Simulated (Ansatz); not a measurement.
Bi(Cl)2(SiH3) (BiCl₂H₃Si), SMILES [Bi]([Cl])([SiH3])[Cl].

The structure is a stationary point at r2SCAN-D4/def2-SVP. The structure was generated by enumeration; whether it is a known compound was not checked. The def2 effective core potentials stand for the cores of Bi; spin–orbit coupling is left out.

Two levels are set side by side: PBE/def2-SVPD (Ansatz, a quantum-chemistry and plane-wave program) and CAM-B3LYP/def2-SVPD (Ansatz). Energy differences of separate SCF runs at the same geometry; the states with an electron removed or added have multiplicity 2 and 2. Differences are taken from unrounded values.

| quantity | CAM-B3LYP |
|---|---|
| vertical ionisation energy (eV) | 9.45 |
| vertical electron affinity (eV) | 1.08 |
| vertical singlet–triplet gap (eV) | 3.33 |

Problem. What does PBE give, and how far is it from CAM-B3LYP? (An estimate is asked for; the answer gives what the named calculation found.)

Solution. 
```tsv
quantity	PBE	PBE minus CAM-B3LYP
vertical ionisation energy (eV)	8.99	-0.46
vertical electron affinity (eV)	1.02	-0.06
vertical singlet–triplet gap (eV)	3.03	-0.30
```
